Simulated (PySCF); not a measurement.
# Reading the logs of faulty runs: Al2BCH4 cation

These are calculations, not measurements. The program is PySCF 2.14.0, an open-source quantum chemistry code, run on an isolated molecule that a program drew, which may never have been made. The molecule is Al2BCH4 cation (charge +1, singlet), drawn as the SMILES string `B=[CH][AlH][AlH+]`.

Each row is a Hartree-Fock (HF) and frozen-core CCSD(T) single point in the cc-pV(D+d)Z basis, meant for a local HF minimum. Run 1 is clean. Each other run has one planted mistake out of seven kinds, and not every kind appears here: one electron removed, one electron added, multiplicity raised by two, geometry at a saddle point, minimal basis STO-3G, one bond length entered in bohr, all coordinates scaled. The reference is restricted for singlets and unrestricted otherwise, and also for a bond in bohr. Adding or removing an electron swaps singlet and doublet. Electrons count all cores. HOMO and LUMO are orbital energies over both spins, the gradient is its largest component, and the lowest frequency (negative if imaginary) is given only where the gradient is small. Bond lengths are over the 7 bonds as drawn. T1 is the CCSD diagnostic: over 0.02 (restricted) or 0.045 (unrestricted) a single reference is doubtful.

Geometry of the clean run:
```xyz
8
Al2BCH4 cation, angstrom
B    -2.2739   -0.8874    0.7158
C    -1.1333   -1.3273    1.3783
Al    0.5221   -1.0610    0.5350
Al    2.6382   -1.9767    1.9520
H    -3.1914   -0.4914    0.0990
H    -1.2060   -1.8083    2.3506
H     0.9794   -0.4252   -0.8152
H     3.8596   -2.5079    2.7744
```

| run | electrons | basis functions | <S^2> | HOMO (eV) | LUMO (eV) | gradient (hartree/bohr) | lowest frequency (cm^-1) | mean bond (Å) | longest bond (Å) | T1 | HF (hartree) | CCSD(T) (hartree) | mistake |
|---|---|---|---|---|---|---|---|---|---|---|---|---|---|
| 1 | 40 | 94 | 0.000 | -13.39 | -4.64 | 2.7e-05 | 81 | 1.6231 | 2.706 | 0.0156 | -548.42977 | -548.79389 | no fault |
| 2 | 40 | 32 | 0.000 | -11.08 | 1.59 | 3.9e-02 | - | 1.6231 | 2.706 | 0.0154 | -541.90873 | -542.11265 | minimal basis STO-3G |
| 3 | 39 | 94 | 0.755 | -19.06 | -10.67 | 6.4e-02 | - | 1.6231 | 2.706 | 0.0139 | -547.99521 | -548.30753 | ? |
| 4 | 40 | 94 | 0.000 | -13.65 | -4.69 | 2.0e-02 | - | 1.5809 | 2.636 | 0.0150 | -548.42486 | -548.78654 | ? |

**Which mistake was planted in run 3, and what did it cost?**

It counts 39 electrons, one fewer than the clean run, at the same geometry and basis. So the mistake is: one electron removed. Subtracting run 1 and multiplying by 627.51 kcal/mol a hartree, the energy moved by 272.7 kcal/mol in HF and 305.2 kcal/mol in CCSD(T).

**Which mistake was planted in run 4, and what did it cost?**

The mean and the longest bond both change by the same factor, 0.974, and the gradient is no longer small. So the mistake is: all coordinates scaled. Subtracting run 1 and multiplying by 627.51 kcal/mol a hartree, the energy moved by 3.1 kcal/mol in HF and 4.6 kcal/mol in CCSD(T).

